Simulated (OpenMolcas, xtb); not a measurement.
How methods differ on GaH2OF (SMILES [OH][GaH][F])

GaH2OF: 5 atoms, total charge 0, spin state singlet. As SMILES, `[OH][GaH][F]`. Geometry: relaxed at PBE0-D4/def2-TZVP. This is one conformer, not always the lowest.

```xyz
5

O    -1.1304   -0.5887   -0.2838
Ga    0.3837    0.2805    0.0156
F     0.4383    1.7778   -0.8812
H    -1.2106   -1.4207    0.1872
H     1.5690   -0.1226    0.9209
```

Quantity: the dipole moment, in D. The values are calculated.

| level | kind | program | value (D) |
| --- | --- | --- | --- |
| GFN1-xTB | semi-empirical | xtb | 4.74 |
| HF/cc-pVDZ | Hartree–Fock | OpenMolcas | 3.85 |
| SVWN5/cc-pVDZ | LDA | OpenMolcas | 3.27 |
| PBE/cc-pVDZ | GGA | OpenMolcas | 3.14 |
| revPBE/cc-pVDZ | GGA | OpenMolcas | 3.11 |
| TPSS/cc-pVDZ | meta-GGA | OpenMolcas | 3.13 |
| M06-2X/cc-pVDZ | hybrid meta-GGA | OpenMolcas | 3.50 |

All-electron rows without a relativistic Hamiltonian named are non-relativistic. The values span 3.11 to 4.74 D. Magnitudes only.
